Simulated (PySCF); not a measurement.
# Reading the logs of faulty runs: CGe2H7N

Calculated results; nothing here was measured. They come from PySCF 2.14.0, an open-source quantum chemistry program, on an isolated molecule that a program drew, which may never have been made. The molecule is CGe2H7N (charge 0, singlet), drawn as the SMILES string `[NH2][Ge][CH2][GeH3]`.

Each row is a Hartree-Fock (HF) and frozen-core CCSD(T) single point in the cc-pVDZ basis, meant for a local HF minimum. Run 1 is clean. Each other run has one planted mistake out of seven kinds, and not every kind appears here: one electron removed, one electron added, multiplicity raised by two, geometry at a saddle point, minimal basis STO-3G, one bond length entered in bohr, all coordinates scaled. The reference is restricted for singlets and unrestricted otherwise, and also for a bond in bohr. Adding or removing an electron swaps singlet and doublet. Electrons count all cores. HOMO and LUMO are orbital energies over both spins, the gradient is its largest component, and the lowest frequency (negative if imaginary) is given only where the gradient is small. Bond lengths are over the 10 bonds as drawn. T1 is the CCSD diagnostic: over 0.02 (restricted) or 0.045 (unrestricted) a single reference is doubtful. Germanium has the cc-pVDZ-PP basis, with a core potential (ECP10MDF) in place of its 10 inner electrons, and its 3s, 3p and 3d shells are frozen in CCSD(T).

Geometry of the clean run:
```xyz
11
CGe2H7N, angstrom
N    -1.3317   -1.2053    1.9375
Ge    0.1045   -2.0111    1.1722
C     1.0279   -0.3416    0.5408
Ge    0.1589    0.5778   -0.9680
H    -2.0607   -1.7346    2.3775
H    -1.5105   -0.2188    1.9866
H     1.1039    0.3775    1.3647
H     2.0452   -0.5996    0.2316
H    -0.2610   -0.4309   -2.0490
H    -1.0998    1.3143   -0.4891
H     1.1060    1.6003   -1.6114
```

```
run,electrons,basis functions,<S^2>,HOMO (eV),LUMO (eV),gradient (hartree/bohr),lowest frequency (cm^-1),mean bond (Å),longest bond (Å),T1,HF (hartree),CCSD(T) (hartree),mistake
1,84,109,0.000,-8.61,1.76,3.1e-05,52,1.4598,2.010,0.0156,-683.14586,-683.71911,no fault
2,83,109,0.787,-16.12,-6.37,4.2e-02,-,1.4598,2.010,0.0210,-682.87152,-683.42034,one electron removed
3,84,109,0.000,-8.57,1.84,1.1e-02,-,1.4438,1.988,0.0151,-683.14463,-683.71562,all coordinates scaled
4,85,109,0.766,0.25,8.15,4.5e-02,-,1.4598,2.010,0.0146,-683.10813,-683.68628,?
```

**Which mistake was planted in run 4, and what did it cost?**

It counts 85 electrons, one more than the clean run, at the same geometry and basis. So the mistake is: one electron added. Subtracting run 1 and multiplying by 627.51 kcal/mol a hartree, the energy moved by 23.7 kcal/mol in HF and 20.6 kcal/mol in CCSD(T).

Cautions from the logs. Run 4: the HOMO is above zero, so the electron isn't bound and the energy depends on the basis.
